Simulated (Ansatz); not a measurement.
System: BN, charge 0, triplet. BN (SMILES [N]=[B], triplet).
B3LYP-D3(BJ)/def2-TZVP minimum from Ansatz (a first-principles code):
```xyz
2

B      0.0000     0.0000    -0.7688
N      0.0000     0.0000     0.5492
```
Charge 0, spin multiplicity 3.

Quantity: atomisation energy (electronic, to ground-state atoms), in kJ/mol. Open shells are spin-unrestricted; no spin-orbit coupling. CBS(X,Y): correlation extrapolated as X^-3, Hartree-Fock from the larger set (Q,5: extrapolated as (X+1)exp(-9√X)). A bracket is a step between two methods taken in the basis named. The functionals are non-relativistic, so their misses hold any scalar relativity. Double hybrids freeze cores in their MP2 part. 'core' is core correlation in cc-pwCVTZ, 'X2C' scalar relativity in cc-pVTZ-DK, both at CCSD(T). Full CI freezes restricted core orbitals, also for open shells; the composite that ends in it estimates full CI at the basis-set limit. The UHF reference of BN ([B]=[N], triplet) is spin-contaminated (<S^2> up to 0.05 over the pure value in the sets run).

CCSD(T)/CBS(cc-pVQZ,cc-pV5Z) + [CCSDT(Q) - CCSD(T)]/cc-pVQZ + [FCI - CCSDT(Q)]/cc-pVDZ + core + X2C (Ansatz) gives 442.2 kJ/mol.

What does PBE/def2-TZVPD (Ansatz) give here, and how do the other levels compare?

PBE gives 511.5 kJ/mol, 69.3 kJ/mol above it. Differences of the others: r2SCAN/def2-TZVPD (Ansatz) 30.0; B3LYP/def2-TZVPD (Ansatz) 23.2; wB97M-V/def2-TZVPD (Ansatz) 9.2; B2PLYP/def2-TZVPD (Ansatz) 10.2; CCSD(T)/CBS(cc-pVQZ,cc-pV5Z) + core + X2C (Ansatz) -4.2 kJ/mol. Nearer than PBE: r2SCAN/def2-TZVPD, B3LYP/def2-TZVPD, wB97M-V/def2-TZVPD, B2PLYP/def2-TZVPD, CCSD(T)/CBS(cc-pVQZ,cc-pV5Z) + core + X2C.
